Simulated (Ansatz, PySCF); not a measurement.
Complex: GeH4 (SMILES [GeH4]) (first 5 atoms) with CH2F2 (SMILES FCF); geometry from B3LYP-D3(BJ)/def2-TZVP, rigid monomers moved along the line of their centres of mass till Ge1···F6 is 3.89 Å.
(charge 0, multiplicity 1):
```xyz
10

Ge    -0.70011     0.53473     0.34687
H     -0.86038     0.61856    -1.18010
H     -0.37539    -0.91920     0.72698
H     -2.01310     0.95637     1.01988
H      0.44309     1.45177     0.79628
F     -0.11076    -0.05759     4.14253
C      0.78210    -1.08563     4.22258
F      1.98315    -0.64925     3.75429
H      0.43269    -1.90001     3.58679
H      0.89447    -1.36690     5.27071
```

Counterpoise-corrected where a basis set is named; no monomer relaxation. Rows marked so take none.

Rows in 6-31G* carry no dispersion term and start afresh at each structure (6-31G* with six Cartesian d functions); the Pople sets are all-electron and without relativity.

Run with Ansatz (an electronic-structure program); PySCF for 6-31G* rows. Values without a source in brackets are computed.

Predict the interaction energy from PBE0/def2-TZVPPD.

-16 meV

Give the interaction energy at the level M06-2X/6-31G* (no counterpoise).

-88 meV

What is the computed interaction energy (HF/aug-cc-pVDZ)?

-6 meV
